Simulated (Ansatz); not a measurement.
Molecule: InBr$_{2}$, net charge 1, singlet state. It need not be the lowest isomer of its formula. SMILES: [Br][In+][Br]
Geometry: optimised at B3LYP-D3(BJ)/def2-TZVP (Ansatz, a quantum-chemistry and plane-wave program).

Computed values are from Ansatz. Correlated levels leave the core frozen unless marked. UHF or UKS for open shells. Spin-orbit coupling is left out. Frozen are the shells of the preceding noble gas and the d and f shells that filled before the atom's block. In def2 rows, elements after Kr have scalar-relativistic effective core potentials. CBS marks a two-point X^-3 extrapolation of the correlation energy; Hartree-Fock from the larger set. The bracket is a focal-point correction in the basis named.

```yaml
vertical ionisation energy (to the doublet): 16.59 eV at RI-MP2/CBS(def2-TZVPPD,def2-QZVPPD)+[CCSD(T)-MP2]/def2-TZVPPD
vertical electron affinity (to the doublet; negative means unbound): 6.71 eV at RI-MP2/CBS(def2-TZVPPD,def2-QZVPPD)+[CCSD(T)-MP2]/def2-TZVPPD
total_energy: -5334.4554 Eh at RI-MP2/CBS(def2-TZVPPD,def2-QZVPPD)+[CCSD(T)-MP2]/def2-TZVPPD
T1 diagnostic: 0.012 at CCSD/def2-TZVPPD
```
